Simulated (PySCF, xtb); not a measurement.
Ga(F)2(SeH) (F2GaHSe), SMILES [F][Ga]([F])[SeH].

xtb with GFN2-xTB at its own geometry gives an orbital gap of 2.88 eV and a dipole moment of 3.63 D.

Geometry: ωB97X-D3(BJ)/def2-SVP. The structure was generated by enumeration; whether it is a known compound was not checked. Other conformers were not sampled.

**Question.** What does PBE/def2-TZVPD (PySCF) give? (An estimate is asked for; the answer gives what the named calculation found.)

**Answer.** gap 4.26 eV (levels -7.05 and -2.79 eV), dipole 2.54 D.
